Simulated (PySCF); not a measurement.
A structure optimised at PBE-D3(BJ)/def2-TZVP, used in a PySCF frequency run:

```xyz
4

B     -0.5645     1.4701     0.0000
F      0.3654     2.4091     0.0000
H     -1.7259     1.7617     0.0000
I      0.0238    -0.5810     0.0000
```

Write its SMILES, formula and point group.

FBI, BFHI, Cs

What are its rotational constants (standard atomic weights)?

56.332, 2.8237, 2.6889 GHz
